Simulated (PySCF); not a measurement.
# Working out the excitation energy of K

K [Ar] 4s1 (2S) → K [Ar] 4p1 (2P). Calculation: PySCF 2.14, in def2-TZVPPD (6s5p3d, 36 functions); the non-relativistic Hamiltonian (point nucleus). Frozen: [Ne]. Energies in hartree (1 hartree = 27.21139 eV):

```
             part    K (lower)    K (upper)
              UHF  -599.153367  -599.101592
MP2 opposite-spin    -0.113326    -0.110514
    MP2 same-spin    -0.045925    -0.043341
```

Task: What does Hartree-Fock give?

Result: (-599.101592) − (-599.153367) = 0.051775 hartree = 1.409 eV.

Task: What do MP2 and SCS-MP2 (6/5 opposite-spin, 1/3 same-spin) give?

Result: The opposite-spin parts differ by 0.077 eV and the same-spin parts by 0.070 eV. MP2: 1.409 + (0.077) + (0.070) = 1.556 eV. SCS-MP2: 1.409 + 1.2 × (0.077) + (0.070)/3 = 1.525 eV.

Measured between the centres of the two terms (NIST): 1.615 eV, so MP2 (valence and next inner shell) is off by -0.059 eV.

The calculation is non-relativistic.

What remains against the reference includes basis incompleteness, the frozen core and correlation beyond second order.
